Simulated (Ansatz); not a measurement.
The cluster BeI2⁺ (the lowest doublet isomer of a short search) was relaxed with B3LYP-D4 (def2-TZVP) in Ansatz in these states: charge +1 doublet, charge +1 quartet. The geometries follow in no particular order.

In the def2 sets I takes a core potential; there is no spin–orbit coupling.

A:

Cartesian coordinates in Å:
```
Be 0.0006 0.0003 -0.0006
I 1.0823 1.0249 1.6041
I -1.0829 -1.0252 -1.6035
```

B:

```xyz
3

Be    0.449    1.199   -0.368
I    -0.617   -0.025    1.579
I     0.168   -1.174   -1.211
```

Question: Judge from the bond lengths which geometry belongs to which state (an estimate).

Answer: A is the charge +1 doublet (Be1–I3 2.190 Å, Be1–I2 2.190 Å); B is the charge +1 quartet (Be1–I3 2.534 Å, Be1–I2 2.534 Å).

At PBE0-D4/def2-TZVP a doublet lies 3.11 eV below the charge +1 quartet. In the quartet, I2 and I3 lie 3.12 Å apart (atoms count from 1), so these atoms are partly bonded to each other. These are the stationary points nearest to one start from a short search; other shapes may lie lower in each state.
